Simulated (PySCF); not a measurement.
Species: C2H12OSi3.
Cartesian coordinates in Å at the GFN2-xTB level; atoms count from 1:
```xyz
18
C2H12OSi3 angstrom
C     -2.1755   -1.2289    1.0173
C     -2.0195   -0.3059   -0.1807
O     -0.6884    0.0999   -0.2884
Si    -0.0165    1.0978   -1.3812
Si     2.1258    1.0039   -0.5610
Si     2.3856   -0.2515    1.3707
H     -1.5418   -2.1033    0.8936
H     -3.2100   -1.5476    1.1113
H     -1.8758   -0.7105    1.9248
H     -2.6621    0.5761   -0.0685
H     -2.3158   -0.8231   -1.1019
H     -0.2755    0.5953   -2.7421
H     -0.7138    2.3962   -1.3691
H      3.0315    0.5160   -1.6182
H      2.6194    2.3786   -0.3567
H      1.5451    0.2398    2.4681
H      2.0243   -1.6595    1.1734
H      3.7543   -0.2671    1.9028
```

The calculation used TDDFT CAM-B3LYP/def2-SVPD, vertical, gas phase, core orbitals frozen in the response in PySCF 2.14.0, density-fitted response routines. The geometry optimisation had not met its thresholds, so the values belong to a structure short of the stationary point.

Orbital energies (eV): HOMO-3 -10.54, HOMO-2 -9.90, HOMO-1 -9.53, HOMO -9.39, LUMO 0.32, LUMO+1 1.12, LUMO+2 1.19.

Lowest singlets, with some entries withheld (?).

```tsv
state	E (eV)	f	main configurations (H = HOMO, L = LUMO)
S1	6.44	0.137	H→L (87%)
S2	6.61	0.0050	H-1→L (90%)
S3	7.02	0.0029	H→L+1 (88%)
S4	7.27	0.122	H-2→L (83%)
S5	?	0.020	H-2→L+1 (44%), H-4→L (41%)
S6	?	0.041	H-1→L+1 (63%), H→L+2 (14%)
S7	?	0.096	H→L+2 (52%), H-1→L+1 (13%)
S8	?	0.019	H→L+3 (78%)
```

(1) Fill in the withheld entries.

(2) Where do the lowest triplets lie (Tamm–Dancoff)?

(3) What is the mean static polarisability from the same response equations?

(4) How far apart are S3 and S7, in eV and cm⁻¹?

Results:

(1) 
- S5: E = 7.60 eV
- S6: E = 7.73 eV
- S7: E = 7.78 eV
- S8: E = 7.83 eV

(2) T1 5.66 eV, H→L (89%); T2 6.29 eV, H-1→L (65%), H→L+1 (18%); T3 6.35 eV, H→L+1 (63%), H-1→L (19%). E(S1) − E(T1) = +0.78 eV.

(3) 114.9 au (17.03 Å³), with principal values 94.8, 119.1 and 130.8 au.

(4) 7.776 − 7.020 = 0.756 eV, or about 6090 cm⁻¹.

One conformer stands for the species.
